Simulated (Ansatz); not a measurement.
`CO[SiH2]C` + `[SH][SbH2]` → `C[SiH2][S][SbH2]` + CH₃OH  (ligand exchange at the Si–O bond)

Program: Ansatz. Geometries: PBE0-D4/def2-TZVP. ΔE: electronic, gas phase. CCSD(T)/CBS adds triple-zeta CCSD(T) − MP2 to the extrapolated MP2 energy (def2 sets, frozen cores). This one scheme is used for every species. Elements past krypton have def2 core potentials. For Sb outer-core shells are correlated without core-valence functions, which leaves a few kJ/mol of doubt a bond. One conformer a species, not always the lowest.

`CO[SiH2]C`:

Z-matrix (Å, degrees):
```
C
O 1 1.406
H 1 1.092 2 108.4
H 1 1.097 2 111.7 3 -119.3
H 1 1.096 2 111.6 3 119.1
Si 2 1.646 1 122.9 3 170.6
C 6 1.864 2 112.5 1 66.4
H 6 1.493 2 109.3 1 -54.7
H 6 1.483 2 105.4 1 -172.6
H 7 1.093 6 111.6 2 -62.6
H 7 1.093 6 111.1 2 58.5
H 7 1.094 6 110.0 2 178.1
```

`[SH][SbH2]`:

```xyz
5

S    -0.585   -0.813   -1.127
Sb    0.077    0.688    0.660
H    -1.754   -0.183   -1.322
H     0.586   -0.567    1.706
H     1.677    0.875    0.083
```

`C[SiH2][S][SbH2]`:

Cartesian coordinates in Å:
```
C 0.431 -0.443 -2.152
Si -0.472 -0.010 -0.580
S 0.957 -0.014 1.010
Sb -0.581 0.576 2.796
H 1.215 0.288 -2.362
H 0.892 -1.430 -2.073
H -0.265 -0.453 -2.995
H -1.552 -0.996 -0.299
H -1.114 1.330 -0.686
H 0.028 -0.605 3.873
H 0.460 1.757 3.467
```

CH₃OH:

```xyz
6

C     0.219   -0.142   -0.242
O    -0.649   -0.120    0.868
H     0.544   -1.175   -0.373
H     1.110    0.479   -0.089
H    -0.277    0.178   -1.167
H    -0.947    0.781    1.004
```

```
           species  HF/def2-TZVPP energy (Eh)
       `CO[SiH2]C`                 -444.30739
      `[SH][SbH2]`                 -638.55677
`C[SiH2][S][SbH2]`                 -967.75213
             CH₃OH                 -115.09501
```

Work out ΔE.

ΔE = (-967.75213) + (-115.09501) − (-444.30739) − (-638.55677) = 0.01702 Eh = +44.7 kJ/mol. CCSD(T)/CBS gives +23.8 kJ/mol.

Largest T1 diagnostic among the species: 0.013.

The D4 term adds −6.1 kJ/mol with B3LYP and −3.3 kJ/mol with PBE0; it sums over pairs of atoms, weighted by their polarisabilities, and B3LYP, whose exchange is more repulsive, gets the larger term. In def2-TZVPP, CCSD(T) changes the Hartree–Fock value by −16.6 kJ/mol (the triples alone add −3.5 kJ/mol) and MP2 by −21.7 kJ/mol.

B3LYP here is the variant with VWN-RPA as its local correlation; programs differ in this.
